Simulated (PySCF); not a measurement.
**The second ionisation energy along group 12**

Calculated with PySCF 2.14 from differences of total energies of unrestricted determinants, without spin-orbit coupling. Values in eV. The last column holds reference values (NIST; (s) semi-empirical, (t) theoretical, else measured). Unmarked ones compare directly (S terms, centres of terms, or small fine structure); those marked * lie between the lowest fine-structure levels and include a spin-orbit shift.

```
                                                                              element                       configurations    PBE0  SCS-MP2 (valence)  SCS-MP2 (valence and next inner shell)  CCSD (valence)  CCSD(T) (valence)  CCSD(T) (valence and next inner shell)  reference
Zn (x2c-TZVPPall with one added diffuse shell each of s, p, d, f type, spin-free X2C)            [Ar] 3d10 4s1 → [Ar] 3d10  18.354             17.734                                  17.782          17.787             17.869                                  17.905     17.964
Cd (x2c-TZVPPall with one added diffuse shell each of s, p, d, f type, spin-free X2C)            [Kr] 4d10 5s1 → [Kr] 4d10  16.994             16.577                                  16.664          16.587             16.657                                  16.747     16.908
Hg (x2c-TZVPPall with one added diffuse shell each of s, p, d, f type, spin-free X2C)  [Xe] 4f14 5d10 6s1 → [Xe] 4f14 5d10  18.712             18.347                                  18.457          18.326             18.404                                  18.495     18.757
```

| method | elements | mean error (eV) | mean absolute error (eV) | largest error (eV) |
| --- | --- | --- | --- | --- |
| PBE0 | 3 | 0.144 | 0.174 | 0.390 |
| SCS-MP2 (valence) | 3 | -0.324 | 0.324 | -0.409 |
| SCS-MP2 (valence and next inner shell) | 3 | -0.242 | 0.242 | -0.300 |
| CCSD (valence) | 3 | -0.310 | 0.310 | -0.431 |
| CCSD(T) (valence) | 3 | -0.233 | 0.233 | -0.353 |
| CCSD(T) (valence and next inner shell) | 3 | -0.161 | 0.161 | -0.262 |

Errors include the incompleteness of the basis and the frozen core.

"Valence" correlates the outer s and p shells and, in groups 3 to 12 and the f block, the outer d or f shell, open or full, or the next shell where the ion has no valence electron left; the wider scheme adds the next inner shell.
